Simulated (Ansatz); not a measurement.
The pair A = H2O (SMILES O) (first 3 atoms), B = H2Se (SMILES [SeH2]); geometry from B3LYP-D3(BJ)/def2-TZVP.
(charge 0, multiplicity 1):
| atom | x (Å) | y (Å) | z (Å) |
|---|---|---|---|
| O | -0.0328 | -0.3862 | 0.2230 |
| H | 0.7161 | 0.2023 | 0.0794 |
| H | -0.7987 | 0.1917 | 0.3087 |
| Se | 0.4879 | -0.1701 | 3.3479 |
| H | 0.4462 | -1.5691 | 2.9102 |
| H | 0.7464 | -0.5546 | 4.7462 |

Frozen-core correlation. Filled d and f shells under p-block atoms count as core. MP2 and its Hartree–Fock in aug-cc-pVQZ are density fitted.

Codes used: Ansatz (a quantum-chemistry and plane-wave program). 

The counterpoise-corrected interaction energy is E(AB) − E(A in the pair's basis) − E(B in the pair's basis). Total energies (hartree):

```
level                           AB  A in the pair's basis  B in the pair's basis
-------------------  -------------  ---------------------  ---------------------
HF/aug-cc-pVTZ       -2477.1098756            -76.0602315          -2401.0490612
MP2/aug-cc-pVTZ      -2477.5536605            -76.3291557          -2401.2217047
HF/aug-cc-pVQZ       -2477.1184295            -76.0655500          -2401.0523208
MP2/aug-cc-pVQZ      -2477.5923023            -76.3518658          -2401.2374907
CCSD(T)/aug-cc-pVTZ  -2477.5968632            -76.3425006          -2401.2515512
```

Q: Work out the counterpoise-corrected interaction energy at the basis-set limit: extrapolate the MP2 correlation part as X⁻³, take Hartree–Fock from the larger set, and add the CCSD(T) − MP2 difference of aug-cc-pVTZ.

A: 
1. Differences (1 hartree = 627.509 kcal/mol): HF/aug-cc-pVTZ -0.366; MP2/aug-cc-pVTZ -1.757; HF/aug-cc-pVQZ -0.351; MP2/aug-cc-pVQZ -1.849; CCSD(T)/aug-cc-pVTZ -1.764.
2. Correlation parts, MP2 less HF: -1.391 in aug-cc-pVTZ (X = 3), -1.498 in aug-cc-pVQZ (X = 4).
3. Limit (4³·(-1.498) − 3³·(-1.391))/(4³ − 3³) = -1.576; with HF/aug-cc-pVQZ it gives -1.926.
4. CCSD(T) less MP2 in aug-cc-pVTZ: -0.007.
Result: -1.93 kcal/mol, against -1.76 at MP2/aug-cc-pVTZ. It is an estimate of this method's limit, not of the exact value.
